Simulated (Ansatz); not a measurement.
Born–Oppenheimer molecular dynamics of BrCl2F2H2OTa (9 atoms, charge 0, multiplicity 1). It starts at the highest image of a converged band, a first-order saddle point between two minima.

All numbers below come from Ansatz 0.2.0, RKS PBE/def2-SVP.

```yaml
ensemble: NVE (velocity Verlet)
time_step: 0.5 fs
steps_asked: 200
starting_velocities_drawn_for: 300 K
seed: 3157
```

First frame:

```xyz
9
Properties=species:S:1:pos:R:3
Ta 0.036 -0.136 -0.160
O 2.055 -0.039 -0.165
H 2.460 -0.030 0.729
F 0.331 -0.610 1.665
Cl 0.151 0.294 -2.451
F -0.542 1.575 0.297
Cl -1.937 -1.351 -0.239
Br 1.290 -2.776 -0.849
H 2.148 -1.527 -0.616
```

(1) How far do the bonds stretch over the last three quarters of this one trajectory? (Pairs bonded in most of those frames.)

## Answers

(1) 
```
   bond  mean (Å)  spread (Å)  shortest  longest
 Ta1–O2     2.284       0.113      2.06     2.39
 Ta1–F4     1.913       0.025      1.87     1.94
Ta1–Cl5     2.337       0.021      2.30     2.37
 Ta1–F6     1.885       0.007      1.87     1.90
Ta1–Cl7     2.280       0.065      2.19     2.38
Ta1–Br8     2.895       0.121      2.61     3.02
  O2–H3     0.982       0.012      0.96     1.01
  O2–H9     1.045       0.080      0.93     1.31
```

Pairs bonded in part of these frames only: Ta1–H9 17 %, O2–H9 94 %, Br8–H9 12 %.

Mean temperature of the second half: 531 K. The conserved energy stayed within 0.21 meV per atom of its start (net change -0.2 meV per atom), so the integration is sound. The kinetic energy rose, since the run started high on the potential surface and went downhill. A run of 0.1 ps of so small a system gives no equilibrium averages. The orbitals stay closed-shell, which can raise the energy where a bond breaks towards radicals; this wasn't checked here.

The run took 7.4 min on 4 threads of Arm Neoverse V2, with other jobs on the host, peak memory 0.25 GiB.
